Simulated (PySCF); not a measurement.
**Computed properties of B(F)(OH)(SH) (BFH2OS), SMILES OB(F)S**

BFH₂OS, SMILES OB(F)S. The structure is a stationary point at B3LYP-D3(BJ)/def2-SVP. The values are those of a single conformer. All values are computed for the isolated molecule unless a solvent is named; none is compared with measurement here.

**Structure.** The optimised structure has Cs symmetry. All 12 harmonic modes at B3LYP-D3(BJ)/def2-SVP (PySCF) are real, so it is a minimum. With heavy atoms numbered as in [B:1]([F:2])([OH:3])[SH:5], the shortest bond between them is B1–F2 at 1.337 Å and the longest B1–S5 at 1.818 Å.

**Vibrations.** The strongest infrared lines (harmonic, unscaled, degenerate partners summed) lie at 1281 cm⁻¹ (361 km/mol, B 66 %, H 15 %, F 12 %), 1442 cm⁻¹ (310 km/mol, B 72 %, O 19 %), 990 cm⁻¹ (133 km/mol, H 59 %, O 23 %, F 14 %). The softest mode is at 302 cm⁻¹ and the zero-point energy is 19.8 kcal/mol.

**Electronic structure.** CAM-B3LYP/def2-TZVPD (PySCF) places the frontier levels at -9.25 and 0.14 eV, a gap of 9.39 eV, and gives a dipole moment of 1.65 D and a mean polarisability of 40.3 bohr³.

**Excitations.** TDA-CAM-B3LYP/def2-SVPD (PySCF) has S1 at 6.50 eV (191 nm, f = 0.022, weak); the most intense of the 10 singlets computed lies at 7.56 eV (f = 0.18). T1 (TDA) is at 6.05 eV, 0.45 eV under S1. No vertical singlet excitation falls in the visible range (under 3.1 eV).

**NMR.** GIAO shifts at KT2/pcSseg-2 (PySCF) (non-relativistic, atoms alike by connectivity averaged): ¹H from 1.9 to 4.0 ppm against TMS; ¹⁹F at -123.8 ppm against CFCl3; ¹¹B at 19.5 ppm against BF3.
